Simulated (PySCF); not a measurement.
## Which determinant of GeTe lies lowest?

Unrestricted PBE0; basis Ge def2-TZVPPD, Te def2-TZVPPD with ECP28; scalar-relativistic core potentials; PySCF 2.14. Outer shells of the fragments: Ge 3d10 4s2 4p2; Te 4d10 5s2 5p4.

Followed along the bond (rough minima from three points):

```json
{"2Ms+1": "1", "unpaired": "none", "⟨S²⟩ at the start": "0.00", "R at minimum (Å)": "2.34", "Te (eV)": "0.00"}
{"2Ms+1": "3", "unpaired": "π ↑↑", "⟨S²⟩ at the start": "2.01", "R at minimum (Å)": "none in the scan", "Te (eV)": "≤ 1.94"}
{"2Ms+1": "5", "unpaired": "σ ↑, π ↑↑↑", "⟨S²⟩ at the start": "6.01", "R at minimum (Å)": "none in the scan", "Te (eV)": "≤ 4.06"}
```

Solutions found at the starting distance of 2.480 Å, counted from the lowest of them; the search is not exhaustive and high or unbound solutions are not listed, so other states can lie among these:

```json
{"2Ms+1": "1", "unpaired": "none", "term": "¹Σ⁺", "E (eV)": "0.00", "⟨S²⟩": "0.00", "⟨Lz²⟩": "0.00", "μ (D)": "-1.82"}
{"2Ms+1": "3", "unpaired": "π ↑↑", "term": "mixed", "E (eV)": "1.80", "⟨S²⟩": "2.01", "⟨Lz²⟩": "2.01", "μ (D)": "0.12"}
{"2Ms+1": "3", "unpaired": "π ↑↑", "term": "mixed", "E (eV)": "2.12", "⟨S²⟩": "2.01", "⟨Lz²⟩": "2.01", "μ (D)": "-0.16"}
{"2Ms+1": "1", "unpaired": "π ↑↓", "term": "mixed", "E (eV)": "2.18", "⟨S²⟩": "1.01", "⟨Lz²⟩": "2.02", "μ (D)": "-0.24"}
{"2Ms+1": "3", "unpaired": "σ ↑, π ↑", "term": "³Π", "E (eV)": "2.40", "⟨S²⟩": "2.01", "⟨Lz²⟩": "1.01", "μ (D)": "-1.31"}
{"2Ms+1": "1", "unpaired": "σ ↓, π ↑", "term": "mixed", "E (eV)": "2.64", "⟨S²⟩": "1.02", "⟨Lz²⟩": "1.01", "μ (D)": "-1.20"}
{"2Ms+1": "5", "unpaired": "σ ↑, π ↑↑↑", "term": "⁵Π", "E (eV)": "4.08", "⟨S²⟩": "6.01", "⟨Lz²⟩": "1.01", "μ (D)": "1.23"}
{"2Ms+1": "5", "unpaired": "π ↑↑↑↑", "term": "⁵Σ⁺", "E (eV)": "4.33", "⟨S²⟩": "6.01", "⟨Lz²⟩": "0.00", "μ (D)": "3.73"}
{"2Ms+1": "3", "unpaired": "σ ↑, π ↑", "term": "³Π", "E (eV)": "4.81", "⟨S²⟩": "2.01", "⟨Lz²⟩": "1.02", "μ (D)": "-0.68"}
{"2Ms+1": "1", "unpaired": "σ ↓, π ↑", "term": "mixed", "E (eV)": "4.96", "⟨S²⟩": "1.01", "⟨Lz²⟩": "1.01", "μ (D)": "-0.80"}
```

A term symbol is given only where ⟨S²⟩ and ⟨Lz²⟩ are close to those of a pure state; real π, δ and φ orbitals otherwise mix terms. A positive dipole means Ge(−)Te(+).

The measured ground state is X ¹Σ+ (Huber and Herzberg, Constants of Diatomic Molecules (1979)).

Spin–orbit coupling is left out. Counting both spins, an empty level lies below a filled one in some of these solutions, because spin and occupation are held.
